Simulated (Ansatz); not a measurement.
The cluster Na₅. Total charge 0; doublet. Geometry PBE/def2-SVP.

```
atom   x (Å)   y (Å)   z (Å)
 Na1   0.522  -2.162   0.169
 Na2   0.255   1.776   1.181
 Na3   2.406   0.926  -1.638
 Na4  -2.283  -0.796   1.776
 Na5  -0.900   0.255  -1.488
```

At HF/def2-TZVP, r2SCAN/def2-TZVP the charge 0 doublet is spin-contaminated (final ⟨S²⟩ up to 1.67, 0.75 for a pure state). Another isomer (doublet) lies 0.16 eV lower at PBE0/def2-TZVP; other spin states weren't run for this one.

Estimate the α-spin orbital energies around the gap (eV) in Ansatz with HF/def2-TZVP, PBE/def2-TZVP, revPBE/def2-TZVP, r2SCAN/def2-TZVP, PBE0/def2-TZVP.


| orbital | HF/def2-TZVP | PBE/def2-TZVP | revPBE/def2-TZVP | r2SCAN/def2-TZVP | PBE0/def2-TZVP |
| --- | --- | --- | --- | --- | --- |
| HOMO−9 | -41.01 | -28.17 | -28.11 | -29.22 | -31.57 |
| HOMO−8 | -40.94 | -27.90 | -27.85 | -29.13 | -31.28 |
| HOMO−7 | -40.92 | -27.89 | -27.84 | -29.12 | -31.27 |
| HOMO−6 | -40.90 | -27.89 | -27.84 | -29.12 | -31.27 |
| HOMO−5 | -40.86 | -27.88 | -27.83 | -29.12 | -31.27 |
| HOMO−4 | -40.85 | -27.87 | -27.82 | -29.12 | -31.27 |
| HOMO−3 | -40.84 | -27.87 | -27.82 | -29.12 | -31.26 |
| HOMO−2 | -6.50 | -4.25 | -4.19 | -4.30 | -4.94 |
| HOMO−1 | -4.51 | -2.85 | -2.80 | -2.94 | -3.25 |
| HOMO | -3.95 | -2.70 | -2.66 | -2.79 | -3.11 |
| LUMO | 0.10 | -2.24 | -2.18 | -1.97 | -1.76 |
| LUMO+1 | 0.28 | -1.58 | -1.52 | -1.41 | -1.15 |
| LUMO+2 | 0.64 | -1.20 | -1.18 | -1.20 | -0.80 |
| LUMO+3 | 0.71 | -1.14 | -1.13 | -1.06 | -0.74 |
| LUMO+4 | 1.08 | -0.91 | -0.88 | -0.71 | -0.46 |
| LUMO+5 | 1.14 | -0.85 | -0.82 | -0.69 | -0.39 |
| β HOMO | -4.38 | -2.78 | -2.73 | -2.86 | -3.17 |
| β LUMO | 0.21 | -2.18 | -2.11 | -1.82 | -1.65 |
